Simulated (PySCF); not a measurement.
Compound: C13H20.
Numbering: `[CH:1]1=[CH:2][C@@H:3]2[CH2:4][CH2:5][C@H:6]1[CH2:7][C@@H:8]2[CH:9]1[CH2:10][CH2:11][CH2:12][CH2:13]1` (hydrogens: H14 on C1; H15 on C2; H16 on C3; H17, H18 on C4; H19, H20 on C5; H21 on C6; H22, H23 on C7; H24 on C8; H25 on C9; H26, H27 on C10; H28, H29 on C11; H30, H31 on C12; H32, H33 on C13)

Level of theory: TDDFT CAM-B3LYP/def2-SVPD, vertical, gas phase, core orbitals frozen in the response (PySCF 2.14.0, density-fitted response routines). Isolated species at its PBE0-D3(BJ)/def2-SVP geometry (one conformer only).

Frontier orbitals with the atoms that hold most of them (Löwdin shares over 4%, at most four atoms; ? is withheld):

```json
{"orbital": "LUMO+2", "ε (eV)": "1.67", "atoms": "C12 9%, H30 8%, C1 7%, C11 6%"}
{"orbital": "LUMO+1", "ε (eV)": "1.45", "atoms": "C1 25%, C2 24%, H15 6%, H14 5%"}
{"orbital": "LUMO", "ε (eV)": "1.28", "atoms": "?"}
{"orbital": "HOMO", "ε (eV)": "?", "atoms": "?"}
{"orbital": "HOMO-1", "ε (eV)": "-9.38", "atoms": "C3 13%, C8 10%, C2 8%, C6 8%"}
{"orbital": "HOMO-2", "ε (eV)": "-9.46", "atoms": "C8 13%, C9 12%, C4 9%, C5 8%"}
{"orbital": "HOMO-3", "ε (eV)": "-9.61", "atoms": "C7 13%, C8 12%, C6 10%, C10 7%"}
```

(1) Which atoms hold the HOMO, and with what shares?

(2) Which atoms hold the LUMO, and with what shares?

(3) What is the HOMO energy, and the HOMO–LUMO gap?

Answers

(1) C1 (bonded to 2 C and H) 33%; C2 (bonded to 2 C and H) 32%; C3 (bonded to 3 C and H) 5%; C6 (bonded to 3 C and H) 4%.

(2) H22 (bonded to C) 5%; C2 (bonded to 2 C and H) 5%; C1 (bonded to 2 C and H) 4%; C7 (bonded to 2 C and 2 H) 4%. By element: carbon 14% or more, hydrogen 5% or more.

(3) ε(HOMO) = -8.23 eV; the gap is 9.51 eV (0.3494 hartree).

Question: How does S1 compare with the orbital gap of 9.51 eV?

Answer: S1 is at 6.77 eV (f = 0.049), 2.74 eV below the gap, made of HOMO→LUMO (62%), HOMO→LUMO+1 (12%), HOMO→LUMO+2 (10%). 

Question: Give energy, strength and leading configuration of S2 and S3, and follow the Löwdin shares of the leading atoms from the occupied to the empty orbital.

Answer: 
- S2 (6.84 eV, f 0.158), HOMO→LUMO+1 (78%): C1 33% → 25%, C2 32% → 24%
- S3 (7.29 eV, f 0.010), HOMO-1→LUMO+1 (75%): C3 13% → at most 6%, C8 10% → at most 6%, C1 at most 9% → 25%, C2 8% → 24%

Löwdin shares depend on the basis, the more so with diffuse functions.
